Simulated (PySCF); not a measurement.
HfF3Cl, SMILES [F][Hf]([F])([F])[Cl], multiplicity 1.

The structure is a stationary point at PBE-D3(BJ)/def2-SVP. The spin state was assumed, not searched. The structure was generated by enumeration; whether it is a known compound was not checked. The def2 effective core potentials stand for the cores of Hf; spin–orbit coupling is left out.

The numbers are results of PBE-D3(BJ)/def2-SVP run with PySCF, not measurements.

Frequencies are harmonic and unscaled.

Modes within 1.5 cm⁻¹ of each other (mostly degenerate sets) share a row, with their intensities summed.

Computed harmonic wavenumbers and intensities:
```
mode  ν (cm⁻¹)  IR (km/mol)  moving atoms (share of kinetic energy)
----  --------  -----------  --------------------------------------
1–2        118         16.4                F 55 %, Cl 31 %, Hf 14 %
3          152         13.7                         F 82 %, Hf 12 %
4–5        158         13.4                                  F 95 %
6          382         51.4                        Cl 80 %, Hf 19 %
7–8        662        215.4                         F 86 %, Hf 14 %
9          665         51.1                                  F 96 %
```
